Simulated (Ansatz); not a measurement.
Species: GaF$_{2}$, net charge 1, singlet state. It need not be the lowest isomer of its formula. 
Coordinates optimised at B3LYP-D3(BJ)/def2-TZVP (Ansatz, a program for electronic structure):
```
Ga
F 1 1.6703
F 1 1.6703 2 180.00
```
Charge +1, spin multiplicity 1.

Basis-set convergence of Hartree-Fock and CCSD correlation energies (hartree) with Ansatz. Cores are frozen in the correlated levels unless marked. No spin-orbit coupling. The frozen core is the preceding noble-gas configuration, with the filled d and f shells of earlier blocks. Non-relativistic.

```csv
basis,functions,E(HF),"E(corr, CCSD)"
cc-pVDZ,55,-2121.82518,-0.43323
cc-pVTZ,103,-2121.98061,-0.56072
cc-pVQZ,178,-2122.00381,-0.60677
```

Extrapolating the two largest sets (X = 3 and 4) as X^-3: E(corr) = (64·(-0.60677) - 27·(-0.56072))/37 = -0.6404 Eh, an estimate of the basis-set limit. The largest set recovers 94.8 % of it, the smallest 67.7 %.
